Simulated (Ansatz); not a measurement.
Mulliken charges of `C1[NH][Zn][Te]1` from B3LYP/def2-TZVPP in Ansatz (PBE0-D4/def2-TZVP geometry).

| atom | x (Å) | y (Å) | z (Å) | charge (e) |
| --- | --- | --- | --- | --- |
| C1 | -0.339 | 0.476 | -0.120 | -0.135 |
| N2 | 0.964 | 0.324 | 0.436 | -0.357 |
| Zn3 | 1.130 | -1.456 | -0.272 | 0.255 |
| Te4 | -1.198 | -1.506 | -1.071 | -0.173 |
| H5 | -1.120 | 0.758 | 0.587 | 0.125 |
| H6 | -0.349 | 1.101 | -1.009 | 0.158 |
| H7 | 0.912 | 0.303 | 1.449 | 0.127 |

By hand: the dipole of these point charges (1 e Å = 4.8032 D).

Σ q r = (0.118, 0.017, 0.074) e Å, of length 0.140 e Å = 0.67 D.

How does the dipole of the full density compare? (Estimate.)

Computed: (0.348, -0.111, 0.263) e Å, 2.16 D; the point charges give 0.31 times that, at 22° from its direction.

Point charges leave out the atoms' own dipoles, such as those of lone pairs, and Mulliken's split depends on the basis, so the two needn't agree.

B3LYP here is the variant with VWN-RPA as its local correlation; programs differ in this.
